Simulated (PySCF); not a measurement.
**Ionising MgPb**

ROHF-MP2; basis Mg def2-SVP, Pb def2-SVP with ECP60; scalar-relativistic core potentials; PySCF 2.14. Neutral (ROHF): triplet (π ↑↑), Re = 2.848 Å, ωe = 195 cm⁻¹, De = 0.63 eV.

MgPb⁺ (ROHF): doublet (π ↑), Re = 3.037 Å, ωe = 180 cm⁻¹. The energies at the minima are -391.47287 hartree for MgPb and -391.24958 for MgPb⁺.

(1) Work out the adiabatic ionisation energy, without and with harmonic zero-point energies (1 hartree = 27.2114 eV, 1 eV = 8065.5 cm⁻¹), and the change of the bond length.

Correlated steps freeze 5 core orbitals. Correlated levels converge slowly with the basis: in double zeta they bind strong bonds too weakly, by up to about 1 eV, and carry superposition errors of some tenths. Spin–orbit coupling is left out, which matters for elements this heavy, above all for dissociation energies. States were picked by a PBE0 search and need not be the measured ground states.

Answers

(1) At ROHF-MP2: 0.22329 hartree = 6.076 eV between the minima; the zero-point term (180.0 − 195.0)/2 cm⁻¹ = -0.001 eV makes it 6.075 eV. Re changes by +18.9 pm against the neutral. The electron leaves a π orbital, and the longer bond of the ion fits a bonding orbital, or a change in how ionic the bond is.
